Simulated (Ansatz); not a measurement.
Species: CH5BO2, SMILES `CB(O)O` (O–B–O–H torsion 180°, O–B–O–H torsion 0°) (charge 0, multiplicity 1).

Question: Give a relaxed geometry from Ansatz (a first-principles code) with PBE0-D4/def2-TZVP.

Answer: Several could match; the one computed here: the end point of this relaxation, one of several conformers (outside a Z-matrix the atoms follow the SMILES, hydrogens last).
Z-matrix (Å, degrees):
```
B
O 1 1.3618
H 2 0.9619 1 111.74
O 1 1.3724 2 116.92 3 0.09
H 4 0.9583 1 113.42 2 179.97
C 1 1.5709 2 119.88 3 -179.70
H 6 1.0902 1 111.92 2 -3.29
H 6 1.0946 7 108.09 1 122.98
H 6 1.0950 7 107.86 8 114.83
```
